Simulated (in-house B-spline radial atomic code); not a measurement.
Orbital energies and mean radii along the 53-electron series, configuration [Kr] 4d10 5s2 5p5. The effective charge is n√(-2ε), a non-relativistic measure. Computed with a radial B-spline atomic code at the basis-set limit: Dirac-Hartree-Fock, average of the configuration, finite nuclei.

```
 ion   Z  energy of 4s1/2 (Eh)  mean radius of 4s1/2 (bohr)  energy of 4p1/2 (Eh)  mean radius of 4p1/2 (bohr)  effective charge of 4s1/2
   I  53               -7.7603                      0.74099               -5.8696                      0.77529                     15.758
 Xe+  54               -8.8012                      0.71712               -6.8224                      0.74779                     16.782
Cs2+  55                     ?                            ?                     ?                            ?                          ?
Ba3+  56               -11.179                      0.67336               -9.0205                       0.6979                     18.914
La4+  57                     ?                            ?                     ?                            ?                          ?
Ce5+  58               -13.909                      0.63423               -11.565                      0.65385                     21.097
```

Q: Fill in the row of Cs2+.

A: energy of 4s1/2 (Eh): -9.944; mean radius of 4s1/2 (bohr): 0.69461; energy of 4p1/2 (Eh): -7.8758; mean radius of 4p1/2 (bohr): 0.72205; effective charge of 4s1/2: 17.838.

Q: Fill in the row of La4+.

A: energy of 4s1/2 (Eh): -12.502; mean radius of 4s1/2 (bohr): 0.65326; energy of 4p1/2 (Eh): -10.251; mean radius of 4p1/2 (bohr): 0.67521; effective charge of 4s1/2: 20.002.

Q: How does the screening of 4s1/2 change?

A: Z less the effective charge goes from 37.24 at Z = 53 to 36.90 at Z = 58.
